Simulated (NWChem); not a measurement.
System: HTeOCl; SMILES O[Te]Cl

Output (shortened):

```
             Northwest Computational Chemistry Package (NWChem) 7.3.0
             --------------------------------------------------------

 C1  symmetry detected

                             Geometry "geometry" -> ""
                             -------------------------

 Output coordinates in angstroms (scale by  1.889725989 to convert to a.u.)

  No.       Tag          Charge          X              Y              Z
 ---- ---------------- ---------- -------------- -------------- --------------
    1 Te                  52.0000     0.32956433     0.41510696     0.00366338
    2 Cl                  17.0000    -0.19844369    -1.89876967     0.00631330
    3 O                    8.0000    -1.49128495     1.18593892     0.06739662
    4 H                    1.0000    -1.83352287     1.20601109    -0.83699514

 Effective nuclear repulsion energy (a.u.)     347.9837357986

                                 NWChem DFT Module
                                 -----------------

 Summary of "ao basis" -> "ao basis" (spherical)
 ------------------------------------------------------------------------------
       Tag                 Description            Shells   Functions and Types
 ---------------- ------------------------------  ------  ---------------------
 Te                         def2-svp                10       26   4s4p2d
 Cl                         def2-svp                 8       18   4s3p1d
 O                          def2-svp                 6       14   3s2p1d
 H                          def2-svp                 3        5   2s1p

            General Information
            -------------------
          SCF calculation type: DFT
          Wavefunction type:  closed shell.
          No. of atoms     :     4
          No. of electrons :    50
           Alpha electrons :    25
            Beta electrons :    25
          Charge           :     0
          Spin multiplicity:     1
          Use of symmetry is: off; symmetry adaption is: off
          Maximum number of iterations: 150
          AO basis - number of functions:    63
                     number of shells:    27
          Convergence on energy requested:  1.00D-06
          Convergence on density requested:  1.00D-05
          Convergence on gradient requested:  5.00D-04

              XC Information
              --------------
                        Slater Exchange Functional  1.052 local
                      OPTX     Exchange Functional  1.432 non-local
              Lee-Yang-Parr Correlation Functional  1.000

             Grid Information
             ----------------
          Grid used for XC integration:  medium
          Radial quadrature: Mura-Knowles
          Angular quadrature: Lebedev.
          Tag              B.-S. Rad. Rad. Pts. Rad. Cut. Ang. Pts.
          ---              ---------- --------- --------- ---------
          Te                  1.40      123           8.0       590
          Cl                  1.00       88          10.0       590
          O                   0.60       49           9.0       434
          H                   0.35       45          10.0       434
          Grid pruning is: on
          Number of quadrature shells:   305
          Spatial weights used:  Erf1

      Superposition of Atomic Density Guess
      -------------------------------------

 Sum of atomic energies:        -845.73767048

      Non-variational initial energy
      ------------------------------

 Total energy =    -801.730245
 1-e energy   =   -1556.191437
 2-e energy   =     578.569962
 HOMO         =      -0.207229
 LUMO         =      -0.052481

     ---------------------------------------------
      Total Density - Mulliken Population Analysis
     ---------------------------------------------

    Atom       Charge   Shell Charges
 -----------   ------   -------------------------------------------------------
    1 Te  24    23.14   1.77  0.27  1.22  0.63  2.91  3.12  1.59  1.52  9.85  0.26
    2 Cl  17    17.42   2.00  1.99  1.23  0.73  5.94  2.12  3.39  0.01
    3 O    8     8.79   1.99  1.10  0.69  2.98  2.01  0.01
    4 H    1     0.66   0.53  0.07  0.06

   convergence    iter        energy       DeltaE   RMS-Dens  Diis-err
 ---------------- ----- ----------------- --------- --------- ---------
 d= 0,ls=0.0,diis     1   -804.0232878513 -9.80D+02  3.39D-02  5.53D-01
 d= 0,ls=0.0,diis     2   -803.5592117842  4.64D-01  2.42D-02  4.47D+00
 d= 0,ls=0.0,diis     3   -804.0671213739 -5.08D-01  9.98D-03  2.22D-01
 d= 0,ls=0.0,diis     4   -804.0899004211 -2.28D-02  4.44D-03  6.24D-02
 d= 0,ls=0.0,diis     5   -804.0994841935 -9.58D-03  1.13D-03  3.95D-03
  Resetting Diis
 d= 0,ls=0.0,diis     6   -804.1000960202 -6.12D-04  2.35D-04  1.73D-04
 d= 0,ls=0.0,diis     7   -804.1001273702 -3.13D-05  5.03D-05  3.51D-06
 d= 0,ls=0.0,diis     8   -804.1001271773  1.93D-07  2.98D-05  5.49D-06
 d= 0,ls=0.0,diis     9   -804.1001277237 -5.46D-07  1.32D-05  1.18D-06
 d= 0,ls=0.0,diis    10   -804.1001278604 -1.37D-07  2.49D-06  3.18D-08

         Total DFT energy =     -804.100127860430
      One electron energy =    -1557.695138556657
           Coulomb energy =      636.014415128113
    Exchange-Corr. energy =      -58.310633676496
 Nuclear repulsion energy =      175.891229244610

 Numeric. integr. density =       49.999999187794

                       DFT Final Molecular Orbital Analysis
                       ------------------------------------

[...]
```

Level: OLYP/def2-SVP with def2 effective core potentials on Te. Geometry: optimised at PBE0/def2-SVP. def2 effective core potentials on Te; no spin-orbit coupling.

### Question
Write an input that gives this output.

### Answer
One answer among several that fit: the input that was run:
```
start job
memory heap 200 mb stack 900 mb global 1100 mb
geometry units angstroms noautoz
  Te     0.281186     0.417340    -0.012092
  Cl    -0.076414    -1.928737     0.017395
  O     -1.589554     1.054038     0.081093
  H     -1.949158     1.041361    -0.816670
end
basis spherical
  Te library def2-svp
  Cl library def2-svp
  O library def2-svp
  H library def2-svp
end
ecp
  Te library def2-ecp
end
dft
  xc optx lyp
  iterations 150
  mulliken
end
task dft energy
```
